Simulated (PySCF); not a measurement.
Field gradients at the hydrogen positions

Species: C7H14Si2.
SMILES with atom numbers: `[CH:1]1=[CH:2][C@H:3]([CH:4]2[CH2:5][CH2:6][CH2:7]2)[SiH2:8][SiH2:9]1` (hydrogens: H10 on C1; H11 on C2; H12 on C3; H13 on C4; H14, H15 on C5; H16, H17 on C6; H18, H19 on C7; H20, H21 on Si8; H22, H23 on Si9)

Geometry (GFN2-xTB, Å), atoms numbered from 1 in this order:
```
atom  x, y, z in Å
C1     2.5811   -0.1064   -1.0596
C2     1.2945   -0.4358   -1.1149
C3     0.3772   -0.4985    0.0719
C4    -0.8612    0.3516   -0.1923
C5    -1.8432   -0.1400   -1.2766
C6    -3.0063    0.0492   -0.2921
C7    -1.9952    0.2615    0.8445
Si8    1.3174    0.0209    1.6738
Si9    3.3408    0.3150    0.6125
H10    3.1601   -0.0896   -1.9732
H11    0.8251   -0.6767   -2.0648
H12    0.0389   -1.5390    0.1654
H13   -0.5554    1.3860   -0.3689
H14   -1.6856   -1.1842   -1.5440
H15   -1.8875    0.4531   -2.1885
H16   -3.6760   -0.8016   -0.1796
H17   -3.6011    0.9361   -0.5024
H18   -1.8946   -0.6075    1.4923
H19   -2.1487    1.1436    1.4622
H20    1.1831   -1.0515    2.6689
H21    0.6650    1.1983    2.2580
H22    4.4317   -0.6163    0.9314
H23    3.9351    1.6588    0.5861
```

Level: PBE0/pcSseg-1 (PySCF, non-relativistic); Q(2H) = 0.00286 b; rigid geometry, the same for H and D, with no vibrational averaging.

Question: Rank these positions by the coupling χzz of a deuteron there, largest first.
A. H14 (methylene hydrogen)
B. H13 (methine hydrogen)
C. H10 (vinylic hydrogen)
D. H21 (Si–H hydrogen)

Answer: C (223 kHz), A (209 kHz), B (202 kHz), D (110 kHz).

Q: What are Vzz, η and χzz (234.96 MHz × Q × Vzz) at all hydrogens?

A: 
| atom | bonded to | bond length (Å) | Vzz (au) | η | χzz (kHz) |
| --- | --- | --- | --- | --- | --- |
| H10 | C1 | 1.082 | 0.3320 | 0.03 | 223 |
| H11 | C2 | 1.087 | 0.3157 | 0.04 | 212 |
| H12 | C3 | 1.098 | 0.2970 | 0.02 | 200 |
| H13 | C4 | 1.093 | 0.3009 | 0.04 | 202 |
| H14 | C5 | 1.089 | 0.3113 | 0.00 | 209 |
| H15 | C5 | 1.089 | 0.3139 | 0.00 | 211 |
| H16 | C6 | 1.089 | 0.3137 | 0.00 | 211 |
| H17 | C6 | 1.088 | 0.3132 | 0.01 | 210 |
| H18 | C7 | 1.089 | 0.3122 | 0.00 | 210 |
| H19 | C7 | 1.088 | 0.3153 | 0.00 | 212 |
| H20 | Si8 | 1.469 | 0.1621 | 0.02 | 109 |
| H21 | Si8 | 1.467 | 0.1633 | 0.02 | 110 |
| H22 | Si9 | 1.469 | 0.1609 | 0.01 | 108 |
| H23 | Si9 | 1.470 | 0.1607 | 0.01 | 108 |

Q: Average by the element that carries the hydrogen.

A: on C: 210 kHz over 10 positions, mean bond length 1.089 Å; on Si: 109 kHz over 4 positions, mean bond length 1.469 Å.

Q: How does χzz go with the bond length over the 10 C–H bonds?

A: A straight-line fit has a slope of -14.4 kHz for each 0.01 Å, with a correlation coefficient of -0.97, over lengths from 1.082 to 1.098 Å. The longer bonds have the smaller couplings here.

Q: A static deuteron (I = 1) shows a doublet split by (3/2)χ, (3/4)χ(1 + η) and (3/4)χ(1 − η) with the field along z, y and x of the gradient. What are these for H18?

A: With |χ| = 209.8 kHz and η = 0.003: 315, 158 and 157 kHz, to first order and without motion.

The structure is a single GFN2-xTB conformer in the gas phase; no vibrational or solvent corrections. GFN2-xTB bond lengths can be off by several hundredths of an ångström, more for odd bonds, and the gradients follow them. These gradients aren't converged with respect to the basis.
